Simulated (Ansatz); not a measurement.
The first iterations of a band of F2H5N2OTa + H2 (13 atoms, charge 0, multiplicity 1).

Computed with Ansatz 0.2.0, RKS PBE0-D4/def2-SVP.

- movable images: 5
- climbing image: yes
- spring: 5.0 eV/Å²
- optimiser: quadratic models (default)
- start path: through a guess of the saddle point
- force threshold: 0.05 eV/Å
- iteration limit: 60
- end points: relaxed

First end point:

```xyz
13
Properties=species:S:1:pos:R:3
Ta -0.524 0.453 0.109
F 1.353 0.701 0.291
N -0.434 -0.449 1.870
H -1.198 -0.989 2.265
H 0.430 -0.597 2.384
N -0.144 -0.550 -1.558
H -0.840 -1.077 -2.077
H 0.787 -0.688 -1.940
O -0.958 2.290 -0.039
H -1.197 3.088 0.434
F -2.306 -0.186 0.011
H 3.270 -1.824 0.510
H 2.920 -1.148 0.461
```

Last end point:

```xyz
13
Properties=species:S:1:pos:R:3
Ta -0.446 -0.119 0.169
F 1.792 0.910 0.332
N -0.178 -0.587 2.077
H 0.486 -1.182 2.556
H -0.823 -0.168 2.749
N 0.104 -0.606 -1.672
H -0.433 -0.194 -2.437
H 0.831 -1.205 -2.041
O -0.758 1.753 0.136
H -0.091 2.448 0.183
F -2.204 -0.783 0.041
H 1.071 -1.166 0.288
H 1.808 -0.079 0.338
```

| iteration | highest image above the first end (eV) | largest band force component (eV/Å) |
| --- | --- | --- |
| 1 | 9.236 | 35.151 |
| 2 | 2.262 | 2.622 |
| 3 | 1.862 | 4.973 |
| 4 | 1.759 | 2.175 |
| 5 | 1.773 | 2.262 |
| 6 | 1.721 | 1.036 |
| 7 | 1.816 | 0.855 |
| 8 | 1.695 | 1.179 |
| 9 | 1.686 | 0.345 |

Problem. Does the band converge within its limit, and where does its top end?

Solution. The run converged. It ended after 28 iterations with the highest image 1.488 eV above the first end. A vibrational analysis at the climbing image gives one clearly imaginary mode, 259i cm⁻¹: a first-order saddle point. The orbitals stay closed-shell, which can raise the energy where a bond breaks towards radicals; this wasn't checked here.

Run time: 5.7 min on 4 threads of Arm Neoverse V2 (shared host), peak memory 0.46 GiB.
